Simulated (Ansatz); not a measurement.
Mo₅Se₁₀, 15 atoms. Hardware: 2 threads of AMD EPYC 7R13 on a shared host and a share (18 GiB) of an NVIDIA H100 80GB HBM3.

In the def2 sets Mo takes a core potential; there is no spin–orbit coupling. Correlated methods freeze 90 core orbitals; core or outer-core shells of Mo, Se are correlated, in sets that lack core-valence functions. Single mean-field runs in def2-SVP, def2-TZVP are fitted with def2-universal-jkfit.

(1) How many basis functions does each of these Ansatz runs have, and roughly what does it cost? PBE-D4/def2-SVP, charge 0 singlet, relaxation, 49 steps; PBE-D4/def2-SVP, charge 0 singlet, energy with a search over starts; PBE0-D4/def2-SVP, charge 0 singlet, energy, from earlier orbitals; revPBE-D4/def2-SVP, charge 0 singlet, energy, from earlier orbitals; PBE-D4/def2-TZVP, charge 0 singlet, energy, from earlier orbitals; PBE-D4/def2-SVP, charge 0 singlet, energy and forces, from earlier orbitals; MP2/def2-SVP, charge 0 singlet, energy, from earlier orbitals; RPA@PBE/def2-SVP, charge 0 singlet, energy, from earlier orbitals; PBE0-D4/def2-TZVP, charge 0 singlet, energy, from earlier orbitals; r2SCAN-D4/def2-SVP, charge 0 singlet, energy, from earlier orbitals.

Answers

(1) Other jobs shared the machine, so times can vary by a factor of up to 3.

```tsv
run	functions	fitting or Cholesky vectors	wall time	peak host memory (GiB)
revPBE-D4/def2-SVP, charge 0 singlet, energy, from earlier orbitals	475	3935	4.1 s	1.1
PBE-D4/def2-TZVP, charge 0 singlet, energy, from earlier orbitals	680	3935	6 s	1.2
r2SCAN-D4/def2-SVP, charge 0 singlet, energy, from earlier orbitals	475	3935	6 s	1.2
PBE-D4/def2-SVP, charge 0 singlet, energy and forces, from earlier orbitals	475	3935	6.5 s	1.2
PBE0-D4/def2-TZVP, charge 0 singlet, energy, from earlier orbitals	680	3935	7.5 s	1.2
PBE0-D4/def2-SVP, charge 0 singlet, energy, from earlier orbitals	475	3935	12 s	1.1
RPA@PBE/def2-SVP, charge 0 singlet, energy, from earlier orbitals	475	4705	13 s	3.4
PBE-D4/def2-SVP, charge 0 singlet, energy with a search over starts	475	3935	19 s	1.2
MP2/def2-SVP, charge 0 singlet, energy, from earlier orbitals	475	4705	27 s	1.4
PBE-D4/def2-SVP, charge 0 singlet, relaxation, 49 steps	475	3935	3.8 min	1.2
```
